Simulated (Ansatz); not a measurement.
Abridged output of a molecular run in Ansatz:

```
Functional definition: HF
2313 factors; integrals over basis functions are off by at most 9.6e-4 eV
mean field evaluation 1: about -15133.7942 eV, gradient 4.7e1 eV
mean field evaluation 2: about -15134.1824 eV, gradient 4.7e1 eV
mean field evaluation 4: about -15140.0975 eV, gradient 6.6e0 eV
mean field evaluation 8: about -15140.2370 eV, gradient 3.4e-1 eV
mean field evaluation 16: about -15140.2376 eV, gradient 2.0e-6 eV
mean field -15140.23759211 eV, -556.3934690883 hartree, gradient 2.0e-6 eV, S^2 0.000000; 0 other end points of the search recorded, 0 dependent functions left out
11 core orbitals not correlated: weight in the atoms' cores, before any rotation towards them, 1.000 or more for the frozen orbitals, at most 0.000 for the correlated occupied ones
reference -15140.23759211 eV, -556.3934690883 hartree; 21, 21 occupied and 364, 364 virtual orbitals, 2313 factors
second order -33.64116342 eV of doubles, -0.00000000 eV of singles
cycle   1  -34.37506040 eV  change   -7.3e-1 eV  update   1.3e-1
cycle   2  -35.24344605 eV  change   -8.7e-1 eV  update   3.9e-2
cycle   3  -35.43029908 eV  change   -1.9e-1 eV  update   2.1e-2
cycle   4  -35.41222077 eV  change    1.8e-2 eV  update   5.8e-3
cycle   5  -35.41067960 eV  change    1.5e-3 eV  update   3.3e-3
cycle   6  -35.41125121 eV  change   -5.7e-4 eV  update   1.1e-3
cycle   7  -35.41067824 eV  change    5.7e-4 eV  update   4.3e-4
cycle   8  -35.41068515 eV  change   -6.9e-6 eV  update   1.3e-4
cycle   9  -35.41073633 eV  change   -5.1e-5 eV  update   4.1e-5
perturbative correction -1.49379240 eV, -0.0548958582 hartree
Total energy: -15177.14212084 eV, -557.7496855045 hartree
```

Its atoms:

```xyz
19

C     1.9457    1.0536    1.7402
N     1.1231    0.3734    0.7649
C     1.3806   -1.0450    0.7128
Si    0.1490    1.3636   -0.2661
N    -1.0509    0.2872   -0.8938
C    -1.5957   -0.9230   -0.3287
C    -1.7528    0.7113   -2.0847
H     1.6941    0.7497    2.7646
H     3.0112    0.8417    1.5807
H     1.7960    2.1345    1.6675
H     1.0149   -1.5722    1.6050
H     0.9166   -1.4911   -0.1655
H     2.4610   -1.2282    0.6496
H    -1.3845   -1.8077   -0.9453
H    -1.1995   -1.0966    0.6706
H    -2.6872   -0.8401   -0.2458
H    -1.6117    0.0031   -2.9116
H    -1.3784    1.6850   -2.4131
H    -2.8316    0.8006   -1.9014
```

Which basis set was used?
A. def2-QZVPP
B. def2-TZVPP
C. def2-SVP
D. def2-SVPD

B. It gives 396 functions.

Write the keys of the input that set method, charge and spin (a neutral closed shell needs none for the last two).


```yaml
correlation: {method: ccsd_t}
```
